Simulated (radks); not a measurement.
The numbers below are computed, except where a source is named.
Q: These are the eigenvalues of the occupied orbitals of an atom or ion with whole-number occupations (hartree). Level of theory: non-relativistic Kohn-Sham, BLYP, spin-unpolarised, spherical densities, point nucleus (a radial shooting solver on a logarithmic mesh with Libxc functionals).

1s: -1673.983
2s: -265.4108
2p: -252.2943
3s: -58.11085
3p: -52.29764
3d: -41.46228
4s: -11.28473
4p: -9.03079
4d: -5.02461
5s: -1.43057
5p: -0.83986
4f: -0.21509
6s: -0.11964

Which element is it, and in what charge state? The configuration may be excited.

A: Z = 63, europium, charge 0: Eu in [Xe] 4f7 6s2. The list shows which subshells hold electrons but not how many an open one holds; the 1s level, -1674 hartree, gives Z - s = 57.9 by -(Z - s)^2/2, which with screening narrows Z to a few neighbours, and the depths of the outer levels then fix element, charge and occupations together.
